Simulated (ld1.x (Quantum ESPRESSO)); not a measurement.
**Bi (Z = 83): one change to a TM potential, before and after**

ld1.x (Quantum ESPRESSO) 7.5 input, shortened:

```
&input
   title='Bi', zed=83., rel=1, dft='PBE', iswitch=3,
   config='[Xe] 4f14 5d10 6s2 6p3'
 /
 &inputp
   pseudotype=2, tm=.true., lloc=1,
   nlcc=.false.
 /
2
6S  1  0   2.00   0.00  1.65  1.65  0.0
6P  2  1   3.00   0.00  2.30  2.30  0.0
 &test
   configts(1)='6s2 6p3'
 /
```

All-electron outer shells of the reference configuration (PBE, scalar-relativistic, ld1.x):

| shell | level (eV) | outermost node (bohr) | outermost maximum (bohr) |
| --- | --- | --- | --- |
| 5p | -95.86 | 0.48 | 0.86 |
| 5d | -27.08 | 0.51 | 1.03 |
| 6s | -14.48 | 0.98 | 1.88 |
| 6p | -4.57 | 1.14 | 2.44 |

Change: core correction a·sin(br)/r model core inside 1.46 bohr.

Cutoffs: the cutoffs (Ry, on a coarse ladder) from which the occupation-weighted sum of valence levels, in a spherical-Bessel basis at the reference potential, stays within 10 and 1 mRy of its value at 400 Ry; they do not see the model core or the augmentation charge, which bear on the density cutoff. Errors are all-electron minus pseudo energies relative to the spin-unpolarised reference configuration.

Q: What does the change do?

A: The potential gets neither clearly harder nor softer (30 Ry and 80 Ry → 30 Ry and 80 Ry); of the 7 tests that both files solve, the error grows in 6 and shrinks in 1 by more than 15 % and 0.3 meV (median size 4.3 → 36.3 meV); neither file shows a bound ghost. A model core, the more so a compact one, raises the density cutoff, which this test does not measure.

| quantity | base | changed |
| --- | --- | --- |
| cutoff, loose | 30 Ry | 30 Ry |
| cutoff, tight | 80 Ry | 80 Ry |
| bound ghosts | none | none |
| error for 6s2 6p2, meV [ΔE 7.91 eV] | -1.7 | -12 |
| error for 6s2 6p1, meV [ΔE 23.16 eV] | +4.3 | -75 |
| error for 6s2 6p0, meV [ΔE 46.50 eV] | +80 | -257 |
| error for 6s0 6p5, meV [ΔE 20.50 eV] | +72 | -143 |
| error for 6s1 6p4, meV [ΔE 10.08 eV] | +13 | -36 |
| error for 6s2 6p3.3, meV [ΔE -1.09 eV] | +0.7 | +0.3 |
| error for 6s2 6p2.5, meV [ΔE 3.10 eV] | -1.0 | -2.9 |
| s: phases at 2.49 bohr within 0.05 rad from the reference energy up to (Ry; the scan ends near 5) | 2.1 | 2.1 |
| p: phases at 2.49 bohr within 0.05 rad from the reference energy up to (Ry; the scan ends near 5) | 3.7 | 3.7 |
